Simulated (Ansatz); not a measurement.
Stepwise reaction of `FB(F)Br` with hydrogen, as a gas-phase model of exchange steps in deposition or etching. ΔE in kJ/mol; ΔG adds harmonic PBE0-D4 terms to CCSD(T)/CBS, at 1 bar.

Calculated with Ansatz (gas phase, PBE0-D4/def2-TZVP geometries, no zero-point term in ΔE). CCSD(T)/CBS adds triple-zeta CCSD(T) − MP2 to the extrapolated MP2 energy (def2 sets, frozen cores). This one scheme is used for every species. DFT in def2-TZVPP. B3LYP here is the variant with VWN-RPA as its local correlation; programs differ in this. For Br outer-core shells are correlated without core-valence functions, which leaves a few kJ/mol of doubt a bond. Scalar relativity is left out up to krypton.

```
step                   reaction  PBE-D4  B3LYP-D4  ωB97M-V  CCSD(T)/CBS  ΔG(600 K)
   2  `FBBr` + H₂ → `BBr` + H–F   128.1     128.7    128.0        118.5      120.1
```

Task: Give the row of step 1, `FB(F)Br` + H₂ → `FBBr` + H–F. (Estimate.)

Result: The calculation gave: 
| step | reaction | PBE-D4 | B3LYP-D4 | ωB97M-V | CCSD(T)/CBS | ΔG(600 K) |
| --- | --- | --- | --- | --- | --- | --- |
| 1 | `FB(F)Br` + H₂ → `FBBr` + H–F | 118.0 | 121.3 | 122.1 | 113.2 | 108.0 |

Task: By hand: ΔE of the 2 steps together at CCSD(T)/CBS.

Result: (113.2) + (118.5) = 231.7 kJ/mol, or 115.8 kJ/mol a step.

In ΔE each step is higher than the one before. All are uphill at CCSD(T)/CBS. ΔG lies between 108.0 and 120.1 kJ/mol a step. PBE-D4 differs from CCSD(T)/CBS by 4.8 to 9.6 kJ/mol a step. Isolated molecules leave out the surface, adducts and barriers. Largest T1 diagnostic: 0.011.
